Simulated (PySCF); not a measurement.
CH$_{6}$N, charge +1, singlet, geometry from GFN2-xTB. Base run: DF-M06L/aug-cc-pVDZ run with PySCF.

Input for PySCF:
```python
from pyscf import gto, scf, dft

mol = gto.Mole()
mol.atom = '''
    C     0.010833    0.778962    0.017184
    N    -0.009805   -0.705015   -0.015553
    H    -1.005209    1.167112    0.002103
    H    -0.515861   -1.076477    0.799772
    H    -0.477238   -1.040205   -0.868773
    H     0.506174    1.125813    0.921374
    H     0.547114    1.164260   -0.847210
    H     0.948655   -1.079167   -0.001500
'''
mol.basis = 'aug-cc-pvdz'
mol.charge = 1
mol.spin = 0
mol.verbose = 4
mol.build()

mf = dft.RKS(mol)
mf.xc = 'm06l'
mf = mf.density_fit(auxbasis='def2-universal-jkfit')
mf.kernel()
mf.analyze()
```

All variants below ran on the same shared machine, one core each. Differences are taken from the largest grid of the series, which the next largest meets within 10 µEh (grids.atom_grid = (150, 974): -96.207752 Eh). The cheapest run took very roughly 1.5 core-seconds.

| setting | grid points | cost, times the cheapest (rough) | difference in total energy (µEh) |
|---|---|---|---|
| grids.level = 0 | 5872 | 1 | -6690 |
| grids.level = 1 | 25136 | 2 | -297 |
| grids.level = 2 | 54432 | 3 | 51 |
| base | 86872 | 5 | 45 |
| grids.prune = off | 135904 | 6 | 44 |
| grids.level = 4 | 150736 | 8 | -1 |
| grids.level = 7 | 472432 | 20 | 0 |
| grids.atom_grid = (150, 974) | 653520 | 30 | reference |

Times come from a shared machine, hold the start-up and are rough.
